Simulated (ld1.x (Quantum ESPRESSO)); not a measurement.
# How hard is this barium (Ba) TM semilocal potential?

* Element: barium (Ba)
* Generator: ld1.x (Quantum ESPRESSO) 7.5
* Type: norm-conserving Troullier–Martins (semilocal form)
* Functional: PBE
* Relativity: scalar-relativistic
* Frozen core: [Kr] 4d10 5s2
* Valence charge: 8
* Reference configuration: 5p6 5d0 6s2 6p0
* Partial waves: 5p (bound): rc 2.05 bohr; 5d (bound, empty): rc 3.65 bohr; 6s (bound): rc 3.75 bohr
* Local potential: the s channel
* Core correction: a·sin(br)/r model core inside 1.30 bohr

The pseudo-atom Hamiltonian at the reference potential is diagonalised in spherical Bessel functions j_l(qr) that vanish at 20 bohr, with q² up to the cutoff. All-electron valence levels (Ry): 5p -1.3771, 6p -0.0914, 5d -0.1484, 6s -0.2374.

Question: How do the lowest levels (Ry) of each channel move with the cutoff, and are there ghosts?

Answer:

```json
{"cutoff (Ry)": "8", "p #1": "-1.3360", "p #2": "-0.0889", "p #3": "0.0508", "d #1": "-0.1448", "s #1": "-0.2373", "Σ f·Δε (mRy)": "246.7"}
{"cutoff (Ry)": "12", "p #1": "-1.3435", "p #2": "-0.0892", "p #3": "0.0506", "d #1": "-0.1483", "s #1": "-0.2374", "Σ f·Δε (mRy)": "201.7"}
{"cutoff (Ry)": "21", "p #1": "-1.3737", "p #2": "-0.0913", "p #3": "0.0498", "d #1": "-0.1484", "s #1": "-0.2374", "Σ f·Δε (mRy)": "20.2"}
{"cutoff (Ry)": "30", "p #1": "-1.3758", "p #2": "-0.0916", "p #3": "0.0497", "d #1": "-0.1484", "s #1": "-0.2374", "Σ f·Δε (mRy)": "7.9"}
{"cutoff (Ry)": "45", "p #1": "-1.3769", "p #2": "-0.0916", "p #3": "0.0497", "d #1": "-0.1484", "s #1": "-0.2374", "Σ f·Δε (mRy)": "0.8"}
{"cutoff (Ry)": "55", "p #1": "-1.3771", "p #2": "-0.0916", "p #3": "0.0496", "d #1": "-0.1484", "s #1": "-0.2374", "Σ f·Δε (mRy)": "0.2"}
{"cutoff (Ry)": "400", "p #1": "-1.3771", "p #2": "-0.0916", "p #3": "0.0496", "d #1": "-0.1484", "s #1": "-0.2374", "Σ f·Δε (mRy)": "0.0"}
```

Result: no extra level below or beside the all-electron valence levels (p, d, s tested); the semilocal form is local in each channel, so this says nothing of the separable form that plane-wave codes build from it; 10 mRy is reached at 25 Ry and 1 mRy at 45 Ry.

2 of 7 tests not solved or not reliable.
